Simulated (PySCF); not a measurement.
Compound: C₄H₅BF₂.
SMILES: `CC#CCB(F)F`

Torsions of this conformer, `[CH3:1][C:2]#[C:3][CH2:4][B:5]([F:6])[F:7]`: C3–C4–B5–F6 179°.

The closed-shell ground state was solved at several levels (PySCF, density fitting, gas phase, non-relativistic). One conformer (not necessarily the lowest) at the GFN2-xTB geometry, without solvent, vibrations or thermal averaging.

```csv
level,basis functions,HOMO (eV),LUMO (eV),gap (eV),dipole (D)
PBE0/pcSseg-1,144,-7.32,0.22,7.54,1.70
CAM-B3LYP/def2-SVPD,186,-8.71,0.84,9.55,1.79
```

Q: Estimate the row for B3LYP/pcJ-1, a basis of 239 functions; the other rows only guide the guess.

A: HOMO -7.08 eV, LUMO -0.07 eV, gap 7.01 eV, dipole 1.70 D.

Q: Over all these levels, which gives the widest orbital gap and which the narrowest?

A: CAM-B3LYP/def2-SVPD (range-separated hybrid) has the widest, 9.55 eV, and B3LYP/pcJ-1 (global hybrid, 20 % exact exchange) the narrowest, 7.01 eV. Functional and basis both differ between the two, so the spread mixes both effects.

Q: How far do the dipole and the HOMO energy spread over the levels?

A: The dipole runs from 1.70 to 1.79 D (mean 1.73 D) and the HOMO from -8.71 to -7.08 eV.
